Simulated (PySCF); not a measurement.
Delta-SCF ions had no search for a lower state. Excitations are Tamm–Dancoff values on a coarser integration grid. The basis has no diffuse functions, so Rydberg states are missing or too high.

## C₄H₆BN, SMILES `B/C(C#N)=C\C` (charge 0, multiplicity 1)

Computed with CAM-B3LYP-D3(BJ)/def2-TZVP in PySCF.

| Item | Result |
|---|---|
| HOMO | -9.51 eV |
| dipole moment | 5.13 D |
| HOMO–LUMO gap | 7.86 eV |
| LUMO | -1.65 eV |
| S1 excitation (TDA) | 5.41 eV |
| S1 oscillator strength | 0.269 |
| brightest of the four lowest singlets (TDA) | 5.41 eV |
| T1 excitation (TDA) | 3.27 eV |
| S1–T1 gap (TDA) | 2.14 eV |
| vertical ionisation energy (Delta-SCF) | 10.33 eV |
| vertical electron affinity (Delta-SCF) | 0.98 eV |
| total energy | -235.5450 Ha |
| cost | about 5 core-minutes (a rough figure) |

```xyz
12

B      0.7256     1.5532     0.1827
C      0.8088     0.0329    -0.0353
C      2.1077    -0.5644    -0.1894
N      3.1505    -1.0253    -0.3097
C     -0.2512    -0.8000    -0.0989
C     -1.6848    -0.4511     0.0244
H      1.7200     2.2008     0.2084
H     -0.3252     2.0868     0.3258
H     -0.0529    -1.8568    -0.2606
H     -1.8567     0.6051     0.2007
H     -2.1312    -1.0289     0.8374
H     -2.2106    -0.7522    -0.8853
```
